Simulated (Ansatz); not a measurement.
Isomers of C$_{2}$H$_{8}$AlClSi, relaxed with PBE0-D4/def2-TZVP in Ansatz; electronic energies, one conformer each and not always the lowest. Functionals use def2-TZVPP; CBS adds triple-zeta CCSD(T) − MP2 to the MP2 limit of def2-TZVPP and def2-QZVPP.

(1) Order them by energy at frozen-core CCSD(T)/CBS, lowest first. (Estimate.)
A. `C[CH2][Al]([SiH3])[Cl]`
B. `C[SiH](C)[AlH][Cl]`
C. `C[CH]([AlH2])[SiH2]Cl`
D. `C[SiH2][Al]([CH3])[Cl]`

(2) How do PBE-D4, HF/CBS(def2), r2SCAN-D4, PBE0-D4 place them (kcal/mol, against `C[SiH2][Al]([CH3])[Cl]`)? (Estimate.)

Results:

(1) D (0.0 kcal/mol), B (2.4 kcal/mol), A (12.2 kcal/mol), C (25.7 kcal/mol).

(2) Computed: 
```tsv
isomer	PBE-D4	HF/CBS(def2)	r2SCAN-D4	PBE0-D4
`C[CH]([AlH2])[SiH2]Cl`	26.9	28.9	27.0	26.6
`C[CH2][Al]([SiH3])[Cl]`	12.2	11.5	13.0	12.2
`C[SiH](C)[AlH][Cl]`	2.6	2.0	2.8	2.3
```
